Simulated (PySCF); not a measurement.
Ionisation of `[GeH3][Br]` (BrGeH3)

System: `[GeH3][Br]` (BrGeH3). Non-hydrogen atoms are numbered in `[GeH3:1][Br:2]`.

Computed at ωB97X-D3(BJ)/ma-def2-TZVP // PBE0-D3(BJ)/def2-SVP with PySCF (density fitting, grid level 2). ωB97X-D3(BJ) is ωB97X-V with D3(BJ) in place of VV10. Thermal corrections: PBE0-D3(BJ)/def2-SVP frequencies, unscaled, ideal gas at 298.15 K and 1 bar, quasi-RRHO entropy.

Frontier levels of the parent: HOMO -10.71 eV, LUMO 0.75 eV.

Oxidation to the radical cation:
```
Vertical ionisation energy (electronic)              : 10.82 eV
Adiabatic ionisation energy (with zero-point energy) : 10.53 eV
Adiabatic, electronic part                           : 10.57 eV
Vertical gap at the product's structure              : 10.27 eV
Inner reorganisation energy (four-point)             : 558 meV
Relaxation of product / of parent                    : 249 / 310 meV
⟨S²⟩ of the product                                  : 0.753
Largest spin populations                             : Br2 0.97
Largest changes of atomic charge                     : Br2 0.68, Ge1 0.08, H (on Ge1) 0.08
Distances that move most (Å)                         : Ge1–Br2 2.312 → 2.456; Ge1–H 1.534 → 1.523; Ge1–H 1.534 → 1.524; Ge1–H 1.534 → 1.543
Potential in THF                                     : 8.29 V absolute, 3.55 V against Fc+/Fc computed at 4.74 V (solvation -6 → -215 kJ/mol)
```

Solvents are IEF-PCM continua (electrostatics only, gas-phase structures); absolute potentials refer to an electron at rest in vacuum. Fc+/Fc in THF, 4.74 V, is ωB97X-D3(BJ)/ma-def2-TZVP on PBE0-D3(BJ)/def2-SVP structures with GFN2-xTB thermal terms. Benchmark calculations put it near 5.0 V in acetonitrile and DMSO, so it is about 0.3 V low, and the value against it can read up to that much too high.

Measured values (NIST Chemistry WebBook, evaluated or the median of agreeing entries): vertical ionisation energy 10.72 eV (computed 10.82, difference 0.10).

Known limits: spin-orbit coupling is left out of the energies, which matters for open shells on the heavier atoms; atoms from Ga to Kr are treated without relativity.

Structures, frequencies and single points took 4.8 min of wall time on 1 thread of AMD EPYC 7571 (shared host), launched as `OMP_NUM_THREADS=1 python redox_run.py task.json out`.
